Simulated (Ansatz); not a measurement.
An input meant for Mo₃H₃Se₉ (charge 0, doublet).

```yaml
crystal:
  periodic: [false, false, false]
  atoms:
    - {symbol: Mo, position_ang: [-1.101443, -0.924889, -0.116335]}
    - {symbol: Mo, position_ang: [-0.412345, 1.836833, -0.551570]}
    - {symbol: Mo, position_ang: [1.292986, -0.198278, 0.909911]}
    - {symbol: Se, position_ang: [-3.206251, -2.611179, -0.026031]}
    - {symbol: Se, position_ang: [-0.107890, -1.895570, 1.885226]}
    - {symbol: Se, position_ang: [-1.820585, -2.391387, -1.952628]}
    - {symbol: Se, position_ang: [-2.469038, 0.897653, 0.553153]}
    - {symbol: Se, position_ang: [-1.401080, 2.645499, -2.457345]}
    - {symbol: Se, position_ang: [0.674129, 1.796691, 1.913710]}
    - {symbol: Se, position_ang: [0.816725, -0.038992, -1.525707]}
    - {symbol: Se, position_ang: [1.069573, 3.883761, -0.706537]}
    - {symbol: Se, position_ang: [3.684088, -0.783935, 0.900905]}
    - {symbol: H, position_ang: [-2.535952, -3.817967, 0.556904]}
    - {symbol: H, position_ang: [1.982067, 3.668416, 0.460752]}
    - {symbol: H, position_ang: [3.535005, -2.066658, 0.155592]}
basis:
  gaussian: {orbitals: def2-mTZVP, fitting: {mean_field: def2-universal-jkfit}}
magnetization: {spin_polarized: true, initial_magnetization: 1}
hamiltonian: {xc: {name: wB97X-V}}
outputs: {forces: true}
output: {forces: true}
```

```sh
$ ansatz run in.yaml --threads 2 --pin off --events-out ev --progress --plain --max-ram 32768MiB --backend cuda --devices 0, --max-vram 18GiB
```

It prints (some lines left out):

```
Error: YAML parse error: error: line 23 column 1: unknown field `outputs`, expected one of crystal, accuracy, basis, kpoints, hamiltonian, magnetization, projection, total_charge, correlation, batch, efield, external_charges, scf, relax, neb, saddle, md, ramp, phonons, dielectric, real_time, elastic, magnetic_configurations, gw, evaluate, workflow, output, checkpoint, execution
21 | magnetization: {spin_polarized: true, initial_magnetization: 1}
22 | hamiltonian: {xc: {name: wB97X-V}}
23 | outputs: {forces: true}
24 | output: {forces: true}
```

(1) Something in this input is off. What?

Answers

(1) The input holds a key that doesn't belong there. The input was rejected before any iteration.
